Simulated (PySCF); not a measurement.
Input for PySCF: R-B3LYP/3-21G on CH2OS (a complex), monomers drawn apart or pushed together.

```python
from pyscf import gto, scf, dft, mp
from pyscf.data.elements import chemcore

mol = gto.M(
    atom='''
    C     0.17069780   -0.63454394    0.19886427
    O    -0.00319992    0.27863882   -0.43451027
    S    -0.30340281    0.21935779    5.12628400
    H     0.84377867   -0.40666922    4.81959401
    H    -1.04424357   -0.82182978    4.71507964
    ''',
    basis='3-21g',
    charge=0, spin=0, verbose=3, max_memory=1800)
mf = dft.RKS(mol, xc='b3lyp')
mf.conv_tol = 1e-8
mf.max_cycle = 100
mf.kernel()
if not mf.converged:
    mf = mf.newton().run(mf.mo_coeff, mf.mo_occ)
```

**Question.** Give the final energy of this run.

**Answer.** -510.0833 hartree.
